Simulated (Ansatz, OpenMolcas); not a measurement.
## C2H8OSi (SMILES CC[SiH2]O): methods side by side

C2H8OSi has 12 atoms, charge 0, and is taken as a singlet. SMILES: `CC[SiH2]O`. The coordinates come from a PBE0-D4/def2-TZVP relaxation. This is one conformer, not always the lowest.

Quantity: the vertical ionisation energy (to the doublet cation), in eV. The values are calculated.

```json
{"level": "PBE/cc-pVDZ", "kind": "GGA", "program": "OpenMolcas", "value (eV)": "9.56", "CPU time (all runs)": "2.8 min"}
{"level": "revPBE/cc-pVDZ", "kind": "GGA", "program": "OpenMolcas", "value (eV)": "9.53", "CPU time (all runs)": "3 min"}
{"level": "r2SCAN/cc-pVDZ", "kind": "meta-GGA", "program": "OpenMolcas", "value (eV)": "9.78", "CPU time (all runs)": "6.3 min"}
{"level": "M06-2X/cc-pVDZ", "kind": "hybrid meta-GGA", "program": "OpenMolcas", "value (eV)": "10.28", "CPU time (all runs)": "5.9 min"}
{"level": "CAM-B3LYP/cc-pVDZ", "kind": "range-separated hybrid", "program": "Ansatz", "value (eV)": "10.19", "CPU time (all runs)": "16 s"}
{"level": "HSE06/cc-pVDZ", "kind": "range-separated hybrid", "program": "Ansatz", "value (eV)": "9.97", "CPU time (all runs)": "13 s"}
{"level": "B2PLYP/cc-pVDZ", "kind": "double hybrid", "program": "Ansatz", "value (eV)": "10.07", "CPU time (all runs)": "17 s"}
{"level": "CCSD/cc-pVDZ", "kind": "coupled cluster or CI", "program": "Ansatz", "value (eV)": "10.29", "CPU time (all runs)": "63 s"}
```

The values span 9.53 to 10.29 eV. Times are those of the runs behind each value, whatever else they computed, on shared processors of several kinds: orders of magnitude only.
